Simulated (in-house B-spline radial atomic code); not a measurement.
# Nb VIII (Nb7+): [He] 2s1 2p6 3s2 3p6 3d10 4s2 (4p1/2)1 (4p3/2)4 (with a hole in an inner shell)

Level of theory: Dirac-Hartree-Fock, average of the jj configuration, Fermi nucleus of rms radius 4.324 fm; calculated with a radial B-spline atomic code at the basis-set limit.

Z_r = [3n² - l(l+1)]/(2<r>); Z_e = n√(-2ε); the last column is Slater's effective charge. Values are occupation-weighted means over j. An effective charge above Z reflects the relativistic contraction of the inner shells.

```json
{"shell": "1s", "electrons": "2", "ε (eV)": "-19333", "<r> (bohr)": "0.03608", "Z_r": "41.57", "Z_e": "37.70", "Slater": "40.70"}
{"shell": "2s", "electrons": "1", "ε (eV)": "-2940.3", "<r> (bohr)": "0.1572", "Z_r": "38.17", "Z_e": "29.40", "Slater": "37.20"}
{"shell": "2p", "electrons": "6", "ε (eV)": "-2632.8", "<r> (bohr)": "0.1365", "Z_r": "36.63", "Z_e": "27.82", "Slater": "37.20"}
{"shell": "3s", "electrons": "2", "ε (eV)": "-623.65", "<r> (bohr)": "0.4319", "Z_r": "31.26", "Z_e": "20.31", "Slater": "30.60"}
{"shell": "3p", "electrons": "6", "ε (eV)": "-525", "<r> (bohr)": "0.4323", "Z_r": "28.92", "Z_e": "18.64", "Slater": "30.60"}
{"shell": "3d", "electrons": "10", "ε (eV)": "-361.24", "<r> (bohr)": "0.413", "Z_r": "25.42", "Z_e": "15.46", "Slater": "20.85"}
{"shell": "4s", "electrons": "2", "ε (eV)": "-175.81", "<r> (bohr)": "1.068", "Z_r": "22.47", "Z_e": "14.38", "Slater": "14.60"}
{"shell": "4p", "electrons": "5", "ε (eV)": "-144.05", "<r> (bohr)": "1.146", "Z_r": "20.07", "Z_e": "13.02", "Slater": "14.60"}
```

The least bound orbital is 4p3/2 at -143.2 eV, and it is also the most diffuse (<r> = 1.15 bohr). The part-filled 2s shell lies below the filled 4s shell in orbital energy.

For the 1s electron the small component carries 2.23 % of the norm, the zero-frequency Breit interaction raises the level by 35.05 eV, self-energy by 19.49 eV, and vacuum polarisation lowers it by 2.213 eV.
